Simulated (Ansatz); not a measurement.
Consider the formal exchange of groups at the Si–C bond: `C[SiH2]/C(Cl)=C\F` + `C[SiH2]F` → `C[SiH2][SiH2]F` + `C/C(Cl)=C/F`.

Calculated with Ansatz (gas phase, PBE0-D4/def2-TZVP geometries, no zero-point term in ΔE). CCSD(T)/CBS adds triple-zeta CCSD(T) − MP2 to the extrapolated MP2 energy (def2 sets, frozen cores). This one scheme is used for every species. Double bonds are as drawn, so ΔE can hold a change between cis and trans. One conformer a species, not always the lowest.

```tsv
species	SCS-MP2/def2-TZVPP energy (Eh)
`C[SiH2]/C(Cl)=C\F`	-966.10662
`C[SiH2]F`	-429.86048
`C[SiH2][SiH2]F`	-720.08910
`C/C(Cl)=C/F`	-675.85679
```

(1) Work out ΔE.

Largest T1 diagnostic among the species: 0.012.

Answers

(1) ΔE = (-720.08910) + (-675.85679) − (-966.10662) − (-429.86048) = 0.02121 Eh = +55.7 kJ/mol. CCSD(T)/CBS gives +51.2 kJ/mol.

From PBE to PBE0 (25 % exact exchange), in def2-TZVPP and without D4, ΔE moves by +3.4 kJ/mol.
